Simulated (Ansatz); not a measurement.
H9Au5⁺ (the lowest doublet isomer of a short search), 14 atoms. Hardware: 4 threads of Arm Neoverse V2 on a shared host.

In the def2 sets Au takes a core potential; there is no spin–orbit coupling. Correlated methods freeze no core orbitals; core or outer-core shells of Au are correlated, in sets that lack core-valence functions.

**Question.** How many basis functions does each of these Ansatz runs have, and roughly what does it cost? BHLYP-D4/def2-TZVP, charge 1 doublet, energy, from earlier orbitals; PBE-QIDH/def2-TZVP, charge 1 doublet, energy, from earlier orbitals; B97M-V/def2-TZVP, charge 1 doublet, energy, from earlier orbitals; MP2/def2-TZVP, charge 1 doublet, energy, from earlier orbitals; PBE0-D4/def2-SVP, charge 1 doublet, energy, from earlier orbitals; r2SCAN-D4/def2-TZVP, charge 1 doublet, energy, from earlier orbitals; PBE-D4/def2-SVP, charge 1 doublet, relaxation, 16 steps; PBE0-D4/def2-TZVP, charge 1 doublet, energy, from earlier orbitals; RPA@PBE/def2-TZVP, charge 1 doublet, energy, from earlier orbitals; PBE-D4/def2-SVP, charge 1 doublet, energy, from earlier orbitals; PBE-D4/def2-TZVP, charge 1 doublet, energy and forces, from earlier orbitals; PBE-D4/def2-SVP, charge 1 doublet, energy with a search over starts.

**Answer.** Other jobs shared the machine, so times can vary by a factor of up to 3. A dash marks memory too small to be measured apart from the calling script's.

```
                                                                         run  functions  fitting or Cholesky vectors  wall time  peak host memory (GiB)
            PBE-D4/def2-SVP, charge 1 doublet, energy, from earlier orbitals        205                         2122      6.5 s                       –
           PBE0-D4/def2-SVP, charge 1 doublet, energy, from earlier orbitals        205                         2096       10 s                    0.97
PBE-D4/def2-TZVP, charge 1 doublet, energy and forces, from earlier orbitals        254                         2186       10 s                       –
         PBE-D4/def2-SVP, charge 1 doublet, energy with a search over starts        205                         2122       12 s                       –
          PBE0-D4/def2-TZVP, charge 1 doublet, energy, from earlier orbitals        254                         2316       17 s                     1.2
         BHLYP-D4/def2-TZVP, charge 1 doublet, energy, from earlier orbitals        254                         2316       19 s                     1.2
        r2SCAN-D4/def2-TZVP, charge 1 doublet, energy, from earlier orbitals        254                         2186       21 s                    0.67
              MP2/def2-TZVP, charge 1 doublet, energy, from earlier orbitals        254                         2316       22 s                     1.1
         PBE-QIDH/def2-TZVP, charge 1 doublet, energy, from earlier orbitals        254                         2316       31 s                     1.2
          RPA@PBE/def2-TZVP, charge 1 doublet, energy, from earlier orbitals        254                         2316       33 s                     1.3
           B97M-V/def2-TZVP, charge 1 doublet, energy, from earlier orbitals        254                         2186       44 s                       1
                     PBE-D4/def2-SVP, charge 1 doublet, relaxation, 16 steps        205                         2122       70 s                       –
```
